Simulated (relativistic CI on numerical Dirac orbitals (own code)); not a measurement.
**Hyperfine structure of Au X, mass number 197**

Calculated at this level of theory: Dirac-Coulomb-Breit CI, KLI orbitals optimised for each configuration, model QED, unscaled Slater integrals (own radial code, finite nucleus).

Configurations in the expansion (outside the closed core [Kr] 4d10 4f14): 5s²5p⁶5d², 5s²5p⁶5d6s, 5s²5p⁶5d5f, 5s²5p⁵5d³, 5s²5p⁶6s², 5s²5p⁶5d6p, 5s²5p⁶5f², 5s²5p⁶5d5g, 5s²5p⁶6s6p, 5s²5p⁶5f6s, 5s²5p⁶6p², 5s²5p⁶5d6d, 5s5p⁶5d³, 5s²5p⁵5d²5f, 5s²5p⁶5f6p. Double excitations out of closed p, d and f shells are left out; levels of such configurations are missing from the list, as are those of other unlisted configurations, and high levels can miss mixing partners. Some configurations lack a partner that the ground configuration has and come out too high, among them 5s²5p⁵5d²5f.

Nuclear spin I = 3/2, μ = 0.1452 μN, Q = 0.547 b (tables of Stone and Pyykkö). The electronic factors are computed for point nuclear moments, without core polarisation or the Bohr-Weisskopf and QED corrections.

| Level | E (cm⁻¹) | A (MHz) | B (MHz) |
| --- | --- | --- | --- |
| 5s²5p⁶5d² ³F2 | 0.0 | 354.4 | 295 |
| 5s²5p⁶5d² ³F3 | 17121.9 | 202.1 | 547 |
| 5s²5p⁶5d² ³F4 | 28772.4 | 186.2 | 1570 |
| 5s²5p⁶5d² ³P1 | 32993.7 | -15.78 | 597 |
| 5s²5p⁶5d² ¹G4 | 47615.0 | 171.6 | 2740 |
| 5s²5p⁶5d² ³P2 | 51927.0 | 138.9 | -966 |
| 5s²5p⁶5d6s ³D1 | 268716.0 | -2060 | 717 |
| 5s²5p⁶5d6s ³D2 | 271315.6 | 2632 | 1290 |

Levels with J = 0, under 50 % of one LS term, or S terms without an open s electron are left out. Small factors come from cancelling terms and can be off by tens of per cent or more.

At this charge transitions that keep the count of f electrons are usually good to a few per cent. Terms inside the open d or f shell come out 10 to 20 % too wide with unscaled integrals. Levels and lines within the n = 5 or 6 shells can be off by up to 10 % or somewhat more, and those that change n by about 2 %, since core polarisation is missing. Levels that differ in their count of f electrons can be misplaced by several ten thousand cm⁻¹, since the correlation energy of f electrons is missing or only estimated; rates across such gaps can be off by orders of magnitude.

(1) Give the hyperfine levels of 5s²5p⁶5d² ³F2 relative to its centre of gravity.

Results:

(1) With K = F(F + 1) − I(I + 1) − J(J + 1), E = AK/2 + B[¾K(K + 1) − I(I + 1)J(J + 1)]/[2I(2I − 1)J(2J − 1)]: F = 1/2: -1337, F = 3/2: -1063, F = 5/2: -361.4, F = 7/2: 1137 MHz.

LS names give the leading component of a level, which can be under half, so a name can repeat, a term be missing and a line seem to break the LS rules.
